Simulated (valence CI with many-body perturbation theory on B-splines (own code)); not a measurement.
**From CI to CI+MBPT in Cu16+**

Calculated by configuration interaction combined with many-body perturbation theory (CI+MBPT): three valence electrons over a frozen Dirac-Fock core [Ne], radial functions for each j: 11 s, 11 p, 9 d, 7 f, 5 g, 2 h, 1 i, with the one-electron correlation potential Σ1, the two-electron term Σ2, the three-electron term Σ3, Breit, model QED; selected CI, second order for the rest (own B-spline code, finite nucleus).

No measured spectrum was set against this ion. As an estimate, levels of excited configurations hold to 0.05 to 0.15 % of their energy, terms of the ground configuration to about 0.5 %.

Each rung adds one term. CI alone is the Dirac-Coulomb CI over the frozen core; QED comes last and gives the full result, which names the levels. Energies are above 3s²3p ²P°_1/2 on the same rung, in cm⁻¹.

Names give the largest LS component (configuration and term), which can be under half, so a name can repeat, a term be missing and a line seem to break the LS rules; names also repeat where a configuration has a term twice. Letters in brackets count levels of one name in rising energy.

```
             Level  CI alone     Σ1     Σ2    Σ3  Breit    QED    Full
     3s²3p ²P°_3/2     33805   +146    +57    +2   -833    +75   33252
      3s3p² ⁴P_1/2    277087   -874  +1314  +115   +441   -954  277129
      3s3p² ⁴P_3/2    291947   -797  +1394  +119     +8   -912  291758
      3s3p² ⁴P_5/2    308275   -738  +1358  +116   -466   -880  307665
      3s3p² ²D_3/2    373690   -725   +356   +88   -342   -804  372263
      3s3p² ²D_5/2    379427   -672   +448   +92   -687   -782  377826
      3s3p² ²S_1/2    448961   -746  -2377   -66   +201   -947  445026
      3s3p² ²P_1/2    485441   -646  -3079   -53   -456   -897  480310
      3s3p² ²P_3/2    496926   -645  -3991   -27   -594   -899  490769
      3s²3d ²D_3/2    580016   -715  -3452  -251  -1358    -99  574140
      3s²3d ²D_5/2    584321   -619  -3391  -256  -1772    -74  578209
       3p³ ²D°_3/2    710167  -1606    +12  +234   +128  -1661  707274
       3p³ ²D°_5/2    719745  -1538   +545  +267   -505  -1575  716939
       3p³ ⁴S°_3/2    730920  -1582  -2200  +134    +60  -1841  725491
    3s3p3d ⁴F°_3/2    783677  -1626   +653    +4   -686   -968  781054
    3s3p3d ⁴F°_5/2    791088  -1573   +653    +3  -1027   -944  788200
       3p³ ²P°_1/2    795304  -1472  -1572   +85   -196  -1690  790459
    3s3p3d ⁴F°_7/2    802065  -1495   +661    +3  -1483   -915  798836
       3p³ ²P°_3/2    804464  -1403  -1280   +96   -739  -1605  799534
    3s3p3d ⁴F°_9/2    818019  -1387   +749    +6  -2061   -871  814456
    3s3p3d ⁴P°_5/2    843919  -1530  -1611  -154  -1071   -962  838591
    3s3p3d ⁴D°_3/2    847370  -1572  -1857  -109   -986   -948  841896
    3s3p3d ⁴D°_1/2    849291  -1611  -2098   -77   -880   -943  843682
    3s3p3d ⁴D°_7/2    867391  -1462  -2085   -61  -1847   -892  861045
    3s3p3d ⁴D°_5/2    868234  -1498  -1894   -98  -1567   -905  862272
    3s3p3d ⁴P°_1/2    867867  -1486  -1205  -187  -1336   -892  862762
    3s3p3d ⁴P°_3/2    868486  -1491  -1503  -150  -1468   -896  862979
3s3p3d ²D°_3/2 [a]    883753  -1500  -2875   -81  -1226  -1086  876985
3s3p3d ²D°_5/2 [a]    885152  -1472  -2660   -99  -1456  -1054  878411
3s3p3d ²F°_5/2 [a]    909650  -1520  -1747  -236  -1205   -953  903990
3s3p3d ²F°_7/2 [a]    935778  -1413  -1655  -232  -1848   -897  929733
```

The middle columns are the shifts that each term adds.

Q: How does the ionisation energy move along the ladder, and which term matters most?

A: CI alone 556.28, + Σ1 557.04, + Σ2 556.84, + Σ3 556.80, + Breit 556.53, + QED 556.55 eV. The largest step is Σ1, 0.76 eV. NIST lists 552.8 ± 2.1 eV (semi-empirical).
